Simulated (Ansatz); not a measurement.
System: C5H12N, charge 1, multiplicity 1. It need not be the lowest isomer of its formula. 
Geometry from a B3LYP-D3(BJ)/def2-TZVP (Ansatz, an electronic-structure program) optimisation:
```
C
H 1 1.0907
C 1 1.5233 2 111.68
H 3 1.0898 1 113.48 2 42.21
H 3 1.0952 4 107.88 1 -121.16
C 1 1.5234 2 111.71 3 -117.02
H 6 1.0898 1 113.44 2 -41.94
H 6 1.0952 7 107.85 1 121.10
N 1 1.5239 2 105.11 3 121.50
H 9 1.0228 1 111.50 2 -60.39
H 9 1.0228 10 108.02 1 -122.84
H 9 1.0235 10 107.78 11 -116.20
C 3 1.5422 4 113.32 5 -122.26
H 13 1.0875 3 110.82 4 90.14
H 13 1.0890 14 106.93 3 120.05
C 6 1.5428 7 113.31 8 122.22
H 16 1.0875 6 110.76 7 -91.05
H 16 1.0889 17 106.92 6 -120.09
```
Charge +1, spin multiplicity 1.

Basis-set convergence of Hartree-Fock and CCSD(T) correlation energies (hartree) with Ansatz. Cores are frozen in the correlated levels unless marked. Spin-orbit coupling is left out. Non-relativistic.

| basis | functions | E(HF) | E(corr, CCSD(T)) |
|---|---|---|---|
| cc-pVDZ | 144 | -250.58271 | -0.97799 |
| cc-pVTZ | 348 | -250.65228 | -1.17172 |
| cc-pVQZ | 690 | -250.66819 | -1.22980 |

Extrapolating the two largest sets (X = 3 and 4) as X^-3: E(corr) = (64·(-1.22980) - 27·(-1.17172))/37 = -1.2722 Eh, an estimate of the basis-set limit. The largest set recovers 96.7 % of it, the smallest 76.9 %.
